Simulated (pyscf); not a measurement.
PySCF, gas phase, ωB97X-D3(BJ)/def2-SVP geometries.

Problem. What is the homolytic dissociation enthalpy (298 K, ωB97M-D3(BJ)/def2-TZVP) of the B–O bond of HO–B(OH)–O–SiH₃ (SMILES OB(O)O[SiH3]), to [HO–B–OH]• + •O–SiH₃?

Solution. B–O to [HO–B–OH]• + •O–SiH₃: 6.49 eV. The 7 functionals that were run give +6.09 (PBE) to +6.52 eV (M06-2X). The radicals are drawn with the spin at the cut bond; how far it spreads was not checked. •O–SiH₃ lies 1.08 eV over its isomer HO–SiH₂•, and others may lie lower still (electronic energy, ωB97M-D3(BJ)). Other isomers of [HO–B–OH]• were not searched in full and may lie lower.
